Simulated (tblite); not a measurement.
Start geometry of `C=Cc1pcoc1N(C)C` from a force field or distance geometry (Å):
```
atom  x, y, z in Å
C1     2.9142   -1.4558    0.1555
C2     1.5865   -1.1612    0.0368
C3     1.1671    0.2265    0.1047
P4     2.4110    1.6464    0.2990
C5     0.8685    2.7772    0.2456
O6    -0.1626    2.0588    0.0935
C7    -0.0876    0.7869    0.0172
N8    -1.2743   -0.0292   -0.1360
C9    -1.5159   -0.8320   -1.3178
C10   -2.2122    0.0215    0.9744
H11    3.2429   -2.4700    0.1168
H12    3.5604   -0.6084    0.2861
H13    0.8780   -1.9720   -0.0769
H14    0.8567    3.8814    0.3050
H15   -2.4221   -0.4218   -1.8500
H16   -1.7667   -1.8820   -1.0341
H17   -0.6739   -0.8025   -2.0178
H18   -2.5765    1.0735    1.1169
H19   -1.6870   -0.2483    1.8936
H20   -3.1117   -0.5783    0.7844
```

Question: What comes out of this run: tblite 0.8.0, GFN2-xTB geometry optimisation, gas phase?

Answer: 
```
atom  x, y, z in Å
C1     2.9724   -1.4152   -0.3389
C2     1.7314   -1.1146    0.0242
C3     1.2401    0.2384    0.1731
P4     2.2727    1.6794    0.3645
C5     0.8514    2.5812    0.6101
O6    -0.3060    1.8978    0.5310
C7    -0.0866    0.5951    0.2832
N8    -1.1907   -0.2310    0.1963
C9    -1.3513   -1.0047   -1.0221
C10   -2.4362    0.3358    0.6693
H11    3.3155   -2.4324   -0.4111
H12    3.6844   -0.6402   -0.5757
H13    1.0231   -1.8974    0.2661
H14    0.7440    3.6285    0.8285
H15   -1.8925   -0.4342   -1.7882
H16   -1.9182   -1.9079   -0.7942
H17   -0.3796   -1.2835   -1.4186
H18   -2.8474    1.0835   -0.0204
H19   -2.2733    0.8043    1.6376
H20   -3.1584   -0.4721    0.7823
```

The energy falls by 145.1 kJ/mol over 114 L-BFGS steps, the largest force on an atom goes from 5.62 to 0.009 eV/Å, and the atoms move by 0.585 Å rms after alignment. The bond that changes most is P4–C5 (ends: phosphorus bonded to 2 C; aromatic CH next to a ring oxygen), which shortens by 0.212 Å. Bonds longer at the end by more than 0.005 Å: 4 of 20; shorter: 11. Among the angles that change most is C5–O6–C7, from 121.7° to 111.3°. Among the dihedrals that turn most is C9–N8–C10–H20, from -2° to 55°. Rotational constants go from 1551, 986.1, 672.5 to 1625, 1046, 669.6 MHz. The orientation of the end geometry is arbitrary; only internal coordinates are fixed.

Its GFN2-xTB frequencies are all real (lowest 55 cm⁻¹). One conformer, not necessarily the lowest.

The numbers are calculated, not measured.
